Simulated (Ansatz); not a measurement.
Reaction (formal exchange of groups at the Se–Si bond): `F[SiH2][SeH]` + `BC=C` → `C=CB[SeH]` + `F[SiH3]`

Program: Ansatz. Geometries: PBE0-D4/def2-TZVP. ΔE: electronic, gas phase. CCSD(T)/CBS adds triple-zeta CCSD(T) − MP2 to the extrapolated MP2 energy (def2 sets, frozen cores). This one scheme is used for every species. Functionals use def2-TZVPP. For Se outer-core shells are correlated without core-valence functions, which leaves a few kJ/mol of doubt a bond. Scalar relativity is left out up to krypton. Each species was taken in one conformer, which may not be the lowest.

CCSD(T)/CBS gives -0.26 eV.

**Question.** Another level gave -0.26 eV. Which?
A. LDA (SPW92)/def2-TZVPP
B. PBE-D4/def2-TZVPP
C. PBE0/def2-TZVPP
D. BHLYP/def2-TZVPP

**Answer.** C. PBE0 -0.26, BHLYP -0.21, PBE-D4 -0.30, LDA (SPW92) -0.36 eV.

Largest T1 diagnostic among the species: 0.013.

From BLYP to BHLYP (50 % exact exchange), in def2-TZVPP and without D4, ΔE moves by +0.06 eV. At CCSD(T), def2-SVP lies −0.15 eV from the extrapolated value and def2-TZVPP −0.05 eV. Leaving LDA and LC-ωPBE aside and taking each functional with its dispersion term where it has one, the values, not all of them listed here, spread over 0.09 eV, from PBE-D4 to BHLYP-D4. LDA lies −0.06 eV from PBE without D4.
